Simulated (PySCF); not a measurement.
iodine monochloride anion (ClI), SMILES ClI (connectivity only; charge and spin as stated), charge -1, multiplicity 2.

Geometry optimised at PBE-D3(BJ)/def2-TZVPD. The spin state was assumed, not searched. The def2 effective core potentials stand for the cores of I; spin–orbit coupling is left out.

Two levels are set side by side: PBE/def2-TZVPD (PySCF) and M06-2X/def2-TZVPD (PySCF). Same geometry, gas phase. Differences are taken from unrounded values.

| quantity | M06-2X |
|---|---|
| α-spin orbital gap (eV) | 6.51 |
| β-spin orbital gap (eV) | 5.16 |
| mean polarisability (bohr³) | 90.3 |

### Question
What does PBE give, and how far is it from M06-2X? (An estimate is asked for; the answer gives what the named calculation found.)

### Answer

| quantity | PBE | PBE minus M06-2X |
|---|---|---|
| α-spin orbital gap (eV) | 3.96 | -2.55 |
| β-spin orbital gap (eV) | 1.23 | -3.93 |
| mean polarisability (bohr³) | 89.3 | -1.0 |

Rough cost on one machine, each run with all the roots and properties that it gave: M06-2X against PBE within a factor of 2.
